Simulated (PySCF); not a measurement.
Molecule: Si(OH)2(OMe)(nPr), SMILES CCC[Si](O)(O)OC (C4H12O3Si). Atoms near the plane z = 0.0 Å, at the GFN2-xTB optimised geometry (x, y, z in Å): C1 (-2.7, 0.8, 0.0), C2 (-1.6, 1.5, 0.6), C3 (-0.2, 1.1, 0.0), Si4 (0.2, -0.7, 0.0), O7 (1.8, -0.7, 0.0), C8 (2.7, -1.8, -0.3), H9 (-2.7, -0.3, 0.1), H10 (-3.7, 1.1, 0.4), H12 (-1.7, 2.6, 0.6), H14 (-0.2, 1.5, -1.0), H15 (0.5, 1.7, 0.5), H18 (3.7, -1.4, -0.3), H19 (2.6, -2.6, 0.5).

Computed with PBE0/def2-SVP run with PySCF. Cells within 0.4 Å of a nucleus heavier than hydrogen are left out (blank, or x). The values are rescaled to run from 0 to 1.

```
|0000000000000000000000000000000|
|0000000000000000000000000000000|
|0000000000000000000000000000000|
|0000000000000000000000000000000|
|0000000000000000000000000000000|
|0000000001111000000000000000000|
|0000000012333210000000000000000|
|0000000124554322211000000000000|
|0000011235666444432100000000000|
|0000233346776656654210000000000|
|0002355566787777775310000000000|
|0013567778888899876420000000000|
|00135789998889xx875421000000000|
|00135789xx8778x9875443200000000|
|00134678x9766788876665420000000|
|0002356898755788877887542210000|
|000124579865567xx89xx9654431000|
|000013467654568xx89xx9766643100|
|0000013455445679978999888753100|
|0000001233345677767789x98753100|
|0000000011234566655689x87653100|
|0000000000123455444579986532000|
|0000000000012333323567765320000|
|0000000000000111112356653200000|
|0000000000000000001234432100000|
|0000000000000000000012210000000|
|0000000000000000000000000000000|
|0000000000000000000000000000000|
|0000000000000000000000000000000|
|0000000000000000000000000000000|
|0000000000000000000000000000000|
```
Scale: ten equal steps from 0.000 (start of '0') to 1.00 (end of '9'), in the order '0123456789'; x runs from -6.00 to 6.00, y from -6.00 (bottom) to 6.00 (top).

Problem. Which quantity is mapped?
A) log10 of the electron density
B) electrostatic potential
C) deformation density (molecule minus spherical neutral atoms)
D) electron localisation function

Solution. A, log10 of the electron density. In full: log10 of the electron density (e/bohr³), floored at −4.
